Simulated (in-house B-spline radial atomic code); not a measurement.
The numbers below are computed, except where a source is named.
**Ghost states of the separable form: Co**

Co, [Ar] 3d7 4s2, non-relativistic LDA (VWN5), spherical and spin-unpolarised, from a B-spline radial code for spherical atoms (atomic units; all potentials screened as in the neutral atom).

Troullier-Martins channels: 4s (ε = -0.2045, r_c = 2.66 bohr), 3d (ε = -0.3224, r_c = 2.22 bohr). In the Kleinman-Bylander form one channel serves as the local potential, and each other channel l becomes |δV u><u δV|/<u|δV|u>, with δV = V_l − V_local and u the pseudo-orbital. Its strength is E_KB = <u|δV²|u>/<u|δV|u>. By the analysis of Gonze, Stumpf and Scheffler a spurious state lies below the reference level ε if E_KB > 0 and ε is above the second level of the local potential alone, or if E_KB < 0 and ε is above its first. The table's levels are those of angular momentum l in a sphere of 9 bohr, whose wall can lift a shallow ε a little above its free-atom value.

```csv
local,channel,<u δV u>,<u δV² u>,ε,first local level,second local level
s,d,-5.0315,40.953,-0.3224,0.1003,0.3388
d,s,0.21182,1.7448,-0.2041,-7.1767,-0.6468
```

Question: Apply the rule to each row.

Answer: Local s, channel d: E_KB = -8.14, so ε = -0.3224 is set against 0.1003: no ghost. Local d, channel s: E_KB = +8.24, so ε = -0.2041 is set against -0.6468: a ghost.

Diagonalising the separable Hamiltonian gives:

```
local  channel       three lowest levels  all-electron, two lowest valence levels
    s        d   -0.3224, 0.1133, 0.3804                          -0.3224, 0.1114
    d        s  -2.4486, -0.2041, 0.0873                          -0.2041, 0.0872
```

Question: Which choices of local channel are safe?

Answer: Free of ghosts: s. With d local the s channel has a ghost 2.24 hartree below ε, since the local potential binds more than one state below ε, and a repulsive term of rank one raises each level at most to the next, so it clears only one of them. Among the safe choices the second level, which tests transfer, is off by at most 1.9 millihartree (s local).
